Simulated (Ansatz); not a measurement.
Ansatz (a quantum-chemistry and plane-wave program) input (RPA@PBE/cc-pV(T+d)Z):
A basis named .json is the Basis Set Exchange file of that set.

Ansatz 0.2 input:
```yaml
crystal:
  periodic: [false, false, false]
  atoms:
    - {symbol: C, position_ang: [-1.44308944, 2.07253183, -0.95552131]}
    - {symbol: O, position_ang: [-1.40194510, 0.71107832, -0.54906114]}
    - {symbol: Si, position_ang: [-0.08705323, -0.03974390, 0.04616801]}
    - {symbol: S, position_ang: [0.62881648, 0.78567592, 1.88172065]}
    - {symbol: O, position_ang: [1.10689274, 0.15327149, -1.04982015]}
    - {symbol: C, position_ang: [2.41630997, -0.39089803, -0.94715266]}
    - {symbol: O, position_ang: [-0.49666692, -1.58872700, 0.32623866]}
    - {symbol: C, position_ang: [-1.25760588, -2.39465249, -0.56920671]}
    - {symbol: H, position_ang: [-1.16405568, 2.73291856, -0.13024069]}
    - {symbol: H, position_ang: [-2.46358661, 2.29913126, -1.26198183]}
    - {symbol: H, position_ang: [-0.76823992, 2.24682313, -1.79640463]}
    - {symbol: H, position_ang: [-0.33239242, 0.20975146, 2.62286853]}
    - {symbol: H, position_ang: [2.94224687, 0.01063587, -0.07775949]}
    - {symbol: H, position_ang: [2.38272907, -1.48003147, -0.86454524]}
    - {symbol: H, position_ang: [2.96246274, -0.11915587, -1.84967158]}
    - {symbol: H, position_ang: [-0.72064836, -2.54909057, -1.50868610]}
    - {symbol: H, position_ang: [-2.22265790, -1.93232573, -0.78430346]}
    - {symbol: H, position_ang: [-1.41810964, -3.35992690, -0.09073315]}
basis:
  gaussian:
    orbitals: cc-pV_T+d_Z.json
hamiltonian:
  xc: pbe
magnetization: {spin_polarized: false}
correlation: {method: rpa, electrons: outside_noble_gas}
```

Output:

```
Functional definition: PBE
integrals: 1.81 GiB planned
2294 factors; integrals over basis functions are off by at most 1.1e-3 eV
0.50 GiB of the device are held for the grids
2.66 GiB of device memory are held for the factors and their scratch space
mean field: 4.06 GiB planned
mean field evaluation 1: about -28097.9579 eV, gradient 9.9e1 eV
mean field evaluation 2: about -28097.9429 eV, gradient 9.9e1 eV
mean field evaluation 4: about -28114.8051 eV, gradient 3.3e1 eV
mean field evaluation 8: about -28116.9046 eV, gradient 5.6e-1 eV
mean field evaluation 16: about -28116.9019 eV, gradient 2.8e-3 eV
mean field -28116.90188196 eV, -1033.2770858415 hartree, gradient 2.9e-6 eV, S^2 0.000000; 0 other end points of the search recorded, 0 dependent functions left out
16 core orbitals not correlated
reference -28047.32171250 eV, -1030.7200617769 hartree; 25, 25 occupied and 357, 357 virtual orbitals, 2294 factors
Total energy: -28114.31307405 eV, -1033.1819489056 hartree
```
